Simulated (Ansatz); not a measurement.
Species: H$_{2}$BF$_{3}$Si, SMILES `B[Si](F)(F)F` (charge 0, multiplicity 1), formula H2BF3Si.

### Question
How many basis functions does frozen-core CCSD(T)/def2-TZVPP // r2SCAN-D4/def2-TZVP in Ansatz (a quantum-chemistry and plane-wave program) use, how many core orbitals are frozen, and how many electrons are correlated?

### Answer
194 basis functions and 9 frozen orbitals, which leaves 30 correlated electrons. Core time is of the order of minutes.
